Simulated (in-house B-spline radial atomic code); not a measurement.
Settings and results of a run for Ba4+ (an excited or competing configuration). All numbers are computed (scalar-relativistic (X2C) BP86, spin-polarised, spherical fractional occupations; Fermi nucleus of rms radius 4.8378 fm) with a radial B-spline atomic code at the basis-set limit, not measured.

In the input, 3d5,1 would mean five up and one down electron.

Command:
```bash
python run_scf.py task.json out
```
Settings (nuclear radius in fm, mass in u):
```
Z                56
configuration    1s2 2s2 2p6 3s2 3p6 3d10 4s2 4p6 4d10 5s2 5p3,0 6s1,0
hamiltonian      x2c
method           b88,p86
spin_polarised   True
nucleus          fermi
rms_radius       4.8378
atomic_mass      137.90525
speed_of_light   137.035999084
```

Output (hartree, bohr):
```
 radial grid: 73 intervals, B-splines of order 8, outer radius 40.8511 bohr

 iter        energy (Eh)    residual
    1       -8117.730875    6.79e-01
    2       -8125.578339    5.10e-01
    3       -8130.911675    9.91e-02
    4       -8131.139247    2.63e-02
    5       -8131.146788    1.16e-02
    6       -8131.149480    2.40e-03
    7       -8131.149556    7.13e-05
    8       -8131.149557    1.19e-05
    9       -8131.149557    4.94e-07

 total energy                     -8131.14956
 kinetic                            8682.5559
 electron-nucleus                 -19693.3943
 Hartree                            3079.2514
 exchange-correlation               -199.5626

 orbital      occ     eigenvalue          <r>       <r^2>       <1/r>       r_max
 1s up      1.000     -1368.2305    0.0249384 0.000854122     64.1224     0.01566
 1s down    1.000     -1368.2221    0.0249383 0.000854117     64.1226     0.01566
 2s up      1.000      -217.7016     0.109174   0.0141231     14.6533     0.09277
 2s down    1.000      -217.6975     0.109174   0.0141229     14.6533     0.09277
 2p up      3.000      -195.6024    0.0958372   0.0112269     13.3611     0.07425
 2p down    3.000      -195.5956     0.095838    0.011227     13.3609     0.07425
 3s up      1.000       -47.2997     0.291651   0.0973365     5.20193      0.2665
 3s down    1.000       -47.2927     0.291639   0.0973259     5.20192      0.2665
 3p up      3.000       -40.1918     0.289551   0.0972977     4.81772      0.2605
 3p down    3.000       -40.1839     0.289538   0.0972854     4.81779      0.2606
 3d up      5.000       -29.7661     0.266577   0.0838969     4.53666      0.2151
 3d down    5.000       -29.7586     0.266557   0.0838808     4.53687      0.2151
 4s up      1.000       -10.6188     0.673384    0.511854      2.1235       0.625
 4s down    1.000       -10.6030     0.673182    0.511352     2.12329      0.6253
 4p up      3.000        -8.3181      0.71436    0.580444     1.93082      0.6531
 4p down    3.000        -8.3013     0.713588    0.578815     1.93185      0.6534
 4d up      5.000        -4.9546     0.797498    0.737997     1.66081      0.6945
 4d down    5.000        -4.9316     0.793825    0.730082     1.66651      0.6944
 5s up      1.000        -2.7832      1.55682     2.70513    0.856262       1.439
 5s down    1.000        -2.6680      1.55017     2.68757    0.863707       1.427
 5p up      3.000        -2.1722      1.74469     3.40822    0.751145       1.596
 6s up      1.000        -1.1232      3.16625      11.116    0.414729       3.067
```

Cost of the run: 0.13 s on 1 thread of Intel(R) Xeon(R) 6975P-C, with other jobs on the host.

One-electron X2C: radii and densities carry no picture-change correction, so inner-shell <1/r> comes out high (for 1s by about 2 % at Z = 33, 5 % at 54, 10 % at 75, 30 % at 118) and <r> low.
